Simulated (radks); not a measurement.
Ca, 20 electrons, occupied as [Ar] 4s2. Method: scalar-relativistic Kohn-Sham, SCAN, spin-unpolarised, spherical densities, finite nucleus; meta-GGA in the generalised Kohn-Sham scheme; Fermi nuclear charge, rms radius 3.4776 fm; computed with a radial shooting solver on a logarithmic mesh with Libxc functionals. Some entries of the table are withheld. Estimate them.

orbital  occ.  eigenvalue (eV)  <r> (bohr)
1s          2              (1)         (2)
2s          2        -421.2735      0.3630
2p          6        -339.3070      0.3272
3s          2         -48.9643       1.157
3p          6         -28.9467       1.270
4s          2          -3.8418         (3)

Answer. 
(1) 1s eigenvalue (eV): -3967.612
(2) 1s <r> (bohr): 0.07687
(3) 4s <r> (bohr): 4.068
